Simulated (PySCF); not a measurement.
Molecule: sum formula Si2H2F3, net charge -1, singlet state. It need not be the lowest isomer of its formula. Whether it binds its extra electron was not tested at this geometry. SMILES: F[SiH2][Si-](F)F
Structure (B3LYP-D3(BJ)/def2-TZVP (Ansatz) minimum search):
```xyz
7

F     -2.2844     0.8921    -0.5532
Si    -1.3088    -0.2179     0.1943
Si     1.0769    -0.0823    -0.5445
F      1.5270    -1.3932     0.4184
F      1.5259     1.1449     0.5150
H     -1.9753    -1.5268    -0.1665
H     -1.6950    -0.0645     1.6491
```
Charge -1, spin multiplicity 1.

Dispersion corrections to the total energy (kcal/mol) from the dftd3 and dftd4 libraries through PySCF: D3(BJ) without and D4 with the three-body term, each with the damping fitted for the functional named.

```
functional  D3(BJ)      D4
----------  ------  ------
BHLYP        -5.11   -5.36
BP86         -5.72   -5.50
B2PLYP       -3.02     ___
CAM-B3LYP      ___   -3.49
r2SCAN       -0.87   -0.95
HF          -26.15  -13.40
B3LYP          ___   -6.51
```

### Question
What belongs in the gaps?

### Answer

- B2PLYP, D4: -2.78
- CAM-B3LYP, D3(BJ): -2.84
- B3LYP, D3(BJ): -5.95
